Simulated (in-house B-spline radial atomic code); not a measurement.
How numerical settings move a run on Ar6+, [Ne] 3s2. Computed with an all-electron radial atomic-structure program (B-spline basis): scalar-relativistic (X2C) Hartree-Fock, spin-polarised, averaged over the determinants with the given up and down occupations, Fermi nucleus of rms radius 3.4274 fm.

Command:
```bash
python run_scf.py task.json out
```
Settings of the sound reference run:
```
Z                18
electrons        12
configuration    [Ne] 3s2
hamiltonian      x2c
method           hf
spin_polarised   True
nucleus          fermi
rms_radius       3.4274
mass_number      40
atomic_mass      39.96238
speed_of_light   137.036
knot_spacing     0.22
spline_order     8
gauss_points     12
box_radius       8.96
max_iterations   70
damping          0.5
damped_steps     3
diis_vectors     10
tolerance        1e-08
start            Thomas-Fermi
```

Run time, properties included: 0.21 s on 1 thread of Arm Neoverse N1, with other jobs on the host.

It converges in 9 iterations to -517.495345 hartree, with 3s up at -122.463 eV. The other runs change the listed settings, some to values that make no sense; their results aren't properties of the atom or ion. Radii are in bohr (the nuclear one in fm), a minus after a letter asks for a j subshell, and «unchanged» means within 1e-8 hartree. The run stops when the residual is below 10 × tolerance × max(1, Z/10), or a noise floor if that is larger, and the energy moves by less than 1e-8 × √|E| hartree; so very loose and very tight tolerances often act alike.

```tsv
changed settings	outcome
max_iterations = 3	not converged after 3 iterations, last residual 6.8e-02, last energy +2.98e-02 hartree from the reference
hamiltonian = dirac	stopped with error: spin polarisation is not served with the Dirac Hamiltonian
box_radius = 2.69	converged in 8 iterations, energy +4.51e-02 hartree from the reference, 3s up level +8.3e-01 eV (the program warns: 3s up reaches the box edge; 3s down reaches the box edge)
box_radius = 17.92	converged in 9 iterations, energy +4.84e-08 hartree from the reference, 3s up level +1.0e-06 eV
electrons = 13, configuration = [Ne] 3s2 4s-1, max_iterations = 75	stopped with error: j subshells need the Dirac Hamiltonian and l > 0
box_radius = 1.79	converged in 8 iterations, energy +1.20e+00 hartree from the reference, 3s up level +1.8e+01 eV (the program warns: 3s up reaches the box edge; 2s up reaches the box edge)
start = bare nucleus	converged in 9 iterations, energy unchanged
box_radius = 35.84	converged in 9 iterations, energy +1.35e-07 hartree from the reference, 3s up level +1.5e-06 eV
max_iterations = 2	not converged after 2 iterations, last residual 1.6e-01, last energy +1.67e-01 hartree from the reference
max_iterations = 8	not converged after 8 iterations, last residual 4.0e-07, last energy +0.00e+00 hartree from the reference
max_iterations = 5	not converged after 5 iterations, last residual 4.0e-03, last energy +1.35e-04 hartree from the reference
knot_spacing = 1.4, max_iterations = 8, damped_steps = 30	not converged after 8 iterations, last residual 2.3e-03, last energy +5.93e-01 hartree from the reference
box_radius = 0.36	converged in 7 iterations, energy +6.74e+02 hartree from the reference, 3s up level +5.9e+03 eV (the program warns: 3s up has a positive eigenvalue: unbound, held by the box; 2s up has a positive eigenvalue: unbound, held by the box)
knot_spacing = 2, first_knot = 5.56e-05, max_iterations = 75	converged in 9 iterations, energy +5.64e+00 hartree from the reference, 3s up level +2.3e+00 eV (the program warns: 1s up reaches the box edge; 1s down reaches the box edge)
```

Task: What happens with knot_spacing = 0.75, box_radius = 17.92, max_iterations = 50?

Result: Converged in 9 iterations, energy +1.76e-01 hartree from the reference, 3s up level +8.0e-02 eV.

Task: What happens with spline_order = 3, gauss_points = 16, max_iterations = 3, start = bare nucleus?

Result: Not converged after 3 iterations, last residual 1.0e-01, last energy +1.19e-01 hartree from the reference.

Task: What happens with box_radius = 1.34?

Result: Converged in 8 iterations, energy +5.68e+00 hartree from the reference, 3s up level +8.1e+01 eV (the program warns: 3s up reaches the box edge; 2s up reaches the box edge).

Task: What happens with box_radius = 4.48?

Result: Converged in 9 iterations, energy +1.55e-05 hartree from the reference, 3s up level +4.3e-04 eV (the program warns: 3s up reaches the box edge; 3s down reaches the box edge).
